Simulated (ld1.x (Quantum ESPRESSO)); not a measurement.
**Ga, ultrasoft: configuration errors across variants**

- Element: gallium (Ga)
- Generator: ld1.x (Quantum ESPRESSO) 7.5
- Type: ultrasoft
- Functional: LDA (PZ)
- Relativity: fully relativistic
- Frozen core: [Ar]
- Valence charge: 13
- Reference configuration: 3d10 4s2 4p1
- Partial waves: 4s (bound): rcut 1.40, rcutus 1.55 bohr; 4s channel at -0.05 Ry: rcut 1.40, rcutus 1.55 bohr; 4p (bound): rcut 2.00, rcutus 2.70 bohr; 4p channel at 1.8 Ry: rcut 2.00, rcutus 2.70 bohr; 3d (bound): rcut 1.15, rcutus 1.25 bohr; 3d channel at 2.15 Ry: rcut 1.15, rcutus 1.25 bohr
- Local potential: all-electron potential smoothed inside 0.95 bohr (lloc = -1)
- Core correction: none
- Augmentation charge: PSQ, inside the norm-conserving radii

Open shells are filled in proportion to 2j + 1 (rel_dist='average').

All-electron excitation energies from the reference (eV): (1) 3d10 4s2 4p0 5.890; (2) 3d10 4s1 4p0 27.393; (3) 3d10 4s0 4p0 58.993; (4) 3d9 4s0 4p0 123.215; (5) 3d9 4s2 4p2 20.399; (6) 3d10 4s1 4p1 13.338; (7) 3d10 4s2 4p1.3 -0.578.

The overlap operator is not positive definite (basis up to 400 Ry) in “waves 4s (bound): rcut 1.40, rcutus 2.32 bohr; 4s channel at -0.05 Ry: rcut 1.40, rcutus 2.32 bohr”. Such files are unfit for use, however small their errors in these radial tests.

3 further variants failed, have other tests or too few solved ones, and are left out.

A true bound ghost makes a file unfit for plane-wave use even where its test errors are small: the radial tests pick states by their node count and pass the ghost by.

Errors AE − PS in meV (a dash: test not solved or not reliable):

| change | (1) | (2) | (3) | (4) | (5) | (6) | (7) | bound ghosts |
| --- | --- | --- | --- | --- | --- | --- | --- | --- |
| base | -2.8 | +5.6 | +56 | -598 | -850 | +5.1 | 0.0 | s |
| waves 4s (bound): rcut 1.40, rcutus 1.58 bohr; 4s channel at -0.05 Ry: rcut 1.40, rcutus 1.58 bohr | -2.7 | +5.2 | +54 | -586 | -842 | +5.0 | 0.0 | s |
| waves 4s (bound): rcut 1.40, rcutus 1.94 bohr; 4s channel at -0.05 Ry: rcut 1.40, rcutus 1.94 bohr | -2.4 | +2.3 | +42 | -514 | -853 | +4.1 | 0.0 | s |
| waves 4s (bound): rcut 1.40, rcutus 2.16 bohr; 4s channel at -0.05 Ry: rcut 1.40, rcutus 2.16 bohr | -2.4 | +1.3 | +37 | -491 | -871 | +3.7 | 0.0 | s |
| waves 4s (bound): rcut 1.40, rcutus 2.32 bohr; 4s channel at -0.05 Ry: rcut 1.40, rcutus 2.32 bohr | -2.3 | +0.7 | +35 | -477 | -879 | +3.5 | 0.0 | not determined (overlap not positive) |

Give the same row for: waves 4s (bound): rcut 1.40, rcutus 1.78 bohr; 4s channel at -0.05 Ry: rcut 1.40, rcutus 1.78 bohr.

-2.6, +3.7, +47, -545, -830, +4.5, 0.0; bound ghosts: s.
